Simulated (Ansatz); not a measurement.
Relaxation of Na₁₁⁺ with RKS PBE/def2-SVP.

```sh
$ ansatz run in.yaml --threads 4 --pin off --events-out ev --progress --plain --max-ram 4787MiB
```

```yaml
crystal:
  periodic: [false, false, false]
  atoms:
    - {symbol: Na, position_ang: [-1.974020, 3.347320, 0.186310]}
    - {symbol: Na, position_ang: [-1.112190, -2.695020, -0.769770]}
    - {symbol: Na, position_ang: [1.674830, 3.813110, 1.050560]}
    - {symbol: Na, position_ang: [-3.687590, -0.674670, -0.370760]}
    - {symbol: Na, position_ang: [-0.552710, 6.068730, 1.012360]}
    - {symbol: Na, position_ang: [2.139450, -3.379560, -0.890200]}
    - {symbol: Na, position_ang: [4.572660, 2.811360, 1.543650]}
    - {symbol: Na, position_ang: [-0.083940, 0.632340, -0.313190]}
    - {symbol: Na, position_ang: [3.328430, 0.083010, 0.224170]}
    - {symbol: Na, position_ang: [-0.431340, -5.735580, -1.096440]}
    - {symbol: Na, position_ang: [-3.873570, -4.271040, -0.576690]}
basis:
  gaussian: {orbitals: def2-SVP}
total_charge: 1
hamiltonian: {xc: pbe}
scf: {lower_state_search: "off"}
output: {orbitals: {seedname: orbitals}}
relax: {f_tol: 0.02, max_steps: 100}
```

Run time 46 s (4 threads of Intel Xeon Platinum 8488C on a shared host).

Positions (Å) and forces (eV/Å) at steps 1, 2, 3, 4, 7, 8, 9, 10, 13, 16, 19 of 19:

```xyz
11
step=1 energy=-48523.8797 eV
Na   -1.974    3.347    0.186   -0.109   -0.135   -0.025
Na   -1.112   -2.695   -0.770    0.111    0.216    0.015
Na    1.675    3.813    1.051   -0.095   -0.176   -0.074
Na   -3.688   -0.675   -0.371    0.006    0.126    0.019
Na   -0.553    6.069    1.012   -0.053    0.283    0.040
Na    2.139   -3.380   -0.890    0.069    0.074    0.004
Na    4.573    2.811    1.544    0.267    0.031    0.083
Na   -0.084    0.632   -0.313    0.020   -0.127   -0.017
Na    3.328    0.083    0.224   -0.108   -0.041   -0.029
Na   -0.431   -5.736   -1.096    0.011   -0.185   -0.016
Na   -3.874   -4.271   -0.577   -0.120   -0.066    0.001
11
step=2 energy=-48523.9412 eV
Na   -2.010    3.291    0.188   -0.080   -0.103   -0.014
Na   -1.103   -2.665   -0.766    0.089    0.162    0.011
Na    1.657    3.742    1.026   -0.078   -0.154   -0.063
Na   -3.681   -0.621   -0.360    0.008    0.103    0.015
Na   -0.578    6.063    1.006   -0.040    0.223    0.030
Na    2.152   -3.350   -0.892    0.054    0.067    0.003
Na    4.634    2.823    1.562    0.214    0.036    0.069
Na   -0.075    0.598   -0.330    0.020   -0.103   -0.019
Na    3.323    0.098    0.234   -0.092   -0.026   -0.020
Na   -0.428   -5.739   -1.090    0.000   -0.149   -0.011
Na   -3.890   -4.240   -0.577   -0.095   -0.056   -0.001
11
step=3 energy=-48524.0476 eV
Na   -2.057    3.209    0.208   -0.015   -0.021    0.008
Na   -1.076   -2.621   -0.762    0.015    0.012    0.004
Na    1.600    3.569    0.961   -0.028   -0.068   -0.024
Na   -3.659   -0.524   -0.341    0.005    0.042    0.008
Na   -0.605    6.138    1.006   -0.012    0.059    0.005
Na    2.176   -3.276   -0.899    0.019    0.037   -0.003
Na    4.792    2.885    1.613    0.068    0.017    0.019
Na   -0.062    0.509   -0.379    0.000   -0.039   -0.025
Na    3.272    0.146    0.260   -0.018    0.017    0.013
Na   -0.440   -5.803   -1.081   -0.012   -0.041    0.000
Na   -3.941   -4.231   -0.587   -0.021   -0.013   -0.005
11
step=4 energy=-48524.0721 eV
Na   -2.061    3.147    0.250    0.009    0.004    0.012
Na   -1.097   -2.643   -0.759   -0.024   -0.036    0.007
Na    1.571    3.439    0.923   -0.002    0.002    0.007
Na   -3.649   -0.466   -0.327    0.000    0.006    0.001
Na   -0.602    6.148    1.000    0.001   -0.004   -0.004
Na    2.170   -3.172   -0.911    0.001    0.019   -0.007
Na    4.900    2.974    1.645   -0.004    0.002   -0.006
Na   -0.050    0.428   -0.473    0.005   -0.006   -0.031
Na    3.275    0.223    0.322    0.018    0.013    0.021
Na   -0.465   -5.846   -1.061   -0.006   -0.004    0.003
Na   -3.992   -4.232   -0.610    0.002    0.002   -0.004
11
step=7 energy=-48524.1252 eV
Na   -1.952    2.996    0.389    0.002   -0.024   -0.001
Na   -1.173   -2.712   -0.402    0.033    0.037    0.071
Na    1.541    3.365    1.046    0.001   -0.001    0.008
Na   -3.636   -0.415   -0.382    0.001   -0.003   -0.019
Na   -0.594    6.089    0.948   -0.004   -0.006   -0.004
Na    2.101   -2.957   -1.114   -0.012   -0.006   -0.020
Na    4.924    3.073    1.617    0.002   -0.004   -0.002
Na    0.069    0.385   -1.040   -0.004   -0.003   -0.015
Na    3.256    0.254    0.595   -0.024   -0.012    0.001
Na   -0.470   -5.848   -1.026    0.000    0.014   -0.010
Na   -4.067   -4.228   -0.632    0.005    0.008   -0.008
11
step=8 energy=-48524.1502 eV
Na   -1.931    2.940    0.410    0.000   -0.024   -0.003
Na   -1.145   -2.684   -0.213    0.039    0.044    0.079
Na    1.534    3.347    1.079    0.002   -0.001    0.005
Na   -3.633   -0.407   -0.431    0.003   -0.007   -0.024
Na   -0.604    6.057    0.930   -0.007   -0.006   -0.005
Na    2.081   -2.927   -1.187   -0.014   -0.009   -0.019
Na    4.920    3.063    1.605    0.001   -0.010   -0.003
Na    0.083    0.381   -1.159   -0.009   -0.005   -0.004
Na    3.214    0.237    0.641   -0.029   -0.015   -0.005
Na   -0.472   -5.806   -1.033   -0.003    0.021   -0.012
Na   -4.046   -4.200   -0.642    0.016    0.012   -0.010
11
step=9 energy=-48524.1772 eV
Na   -1.918    2.890    0.427   -0.001   -0.024   -0.003
Na   -1.105   -2.645   -0.026    0.041    0.047    0.073
Na    1.529    3.333    1.102    0.003    0.001    0.003
Na   -3.625   -0.407   -0.486    0.007   -0.010   -0.026
Na   -0.620    6.026    0.914   -0.009   -0.006   -0.005
Na    2.057   -2.905   -1.253   -0.015   -0.010   -0.016
Na    4.914    3.038    1.593    0.001   -0.016   -0.002
Na    0.086    0.374   -1.246   -0.014   -0.006    0.006
Na    3.167    0.213    0.671   -0.031   -0.017   -0.009
Na   -0.478   -5.752   -1.043   -0.006    0.027   -0.012
Na   -4.007   -4.166   -0.654    0.025    0.015   -0.009
11
step=10 energy=-48524.2055 eV
Na   -1.916    2.847    0.431   -0.001   -0.015    0.003
Na   -1.043   -2.580    0.146    0.027    0.029    0.061
Na    1.531    3.331    1.108    0.001    0.000    0.001
Na   -3.612   -0.420   -0.546    0.009   -0.008   -0.022
Na   -0.644    6.001    0.899   -0.012   -0.008   -0.006
Na    2.032   -2.909   -1.298   -0.012   -0.004   -0.013
Na    4.908    2.991    1.583    0.000   -0.021   -0.003
Na    0.066    0.366   -1.263   -0.009   -0.001   -0.007
Na    3.110    0.180    0.668   -0.025   -0.014   -0.003
Na   -0.492   -5.682   -1.060   -0.007    0.029   -0.006
Na   -3.940   -4.126   -0.669    0.028    0.014   -0.005
11
step=13 energy=-48524.2655 eV
Na   -1.813    2.558    0.624   -0.012   -0.027    0.009
Na   -0.831   -2.224    0.502   -0.006    0.018   -0.042
Na    1.578    3.380    1.095    0.020    0.014    0.009
Na   -3.543   -0.429   -0.820    0.009   -0.004    0.000
Na   -0.868    5.812    0.801   -0.005    0.009   -0.004
Na    1.975   -2.844   -1.465   -0.007    0.014    0.003
Na    4.907    2.603    1.565   -0.002   -0.007    0.005
Na    0.025    0.448   -1.511    0.004   -0.007   -0.006
Na    2.752    0.060    0.742   -0.002   -0.008   -0.001
Na   -0.490   -5.385   -0.972    0.013   -0.006    0.010
Na   -3.691   -3.980   -0.560   -0.012    0.004    0.017
11
step=16 energy=-48524.2996 eV
Na   -1.625    2.107    0.830    0.005   -0.001    0.000
Na   -0.846   -1.913    0.177    0.003   -0.007   -0.002
Na    1.694    3.495    1.250   -0.007   -0.012    0.001
Na   -3.593   -0.387   -1.110    0.002   -0.002    0.004
Na   -1.112    5.466    0.636    0.005    0.001   -0.005
Na    1.908   -2.707   -1.708   -0.006    0.003   -0.003
Na    4.934    2.282    1.788   -0.006    0.003    0.008
Na    0.107    0.714   -1.809    0.001    0.007    0.000
Na    2.598    0.077    0.673   -0.001    0.004   -0.010
Na   -0.389   -5.263   -0.630   -0.003   -0.001    0.004
Na   -3.676   -3.871   -0.097    0.006    0.006    0.002
11
step=19 energy=-48524.3165 eV
Na   -1.668    2.001    0.900   -0.005    0.000    0.000
Na   -0.747   -1.796    0.059    0.001    0.007    0.014
Na    1.649    3.345    1.323    0.000    0.000   -0.004
Na   -3.596   -0.376   -1.084   -0.005   -0.001   -0.001
Na   -1.052    5.293    0.299    0.010   -0.001   -0.012
Na    1.735   -2.579   -2.063   -0.001    0.006   -0.010
Na    4.755    2.063    2.241   -0.010   -0.009    0.004
Na    0.045    0.968   -1.883   -0.005    0.005    0.012
Na    2.665    0.042    0.416    0.004   -0.003    0.000
Na   -0.266   -5.190   -0.436    0.005   -0.001   -0.006
Na   -3.520   -3.770    0.227    0.006   -0.003    0.003
```

The restricted singlet is unstable towards broken spin symmetry in Hartree–Fock (as tested in another run); at PBE/def2-SVP this wasn't settled. Another isomer (singlet) lies 0.55 eV lower at PBE0/def2-TZVP; other spin states weren't run for this one.
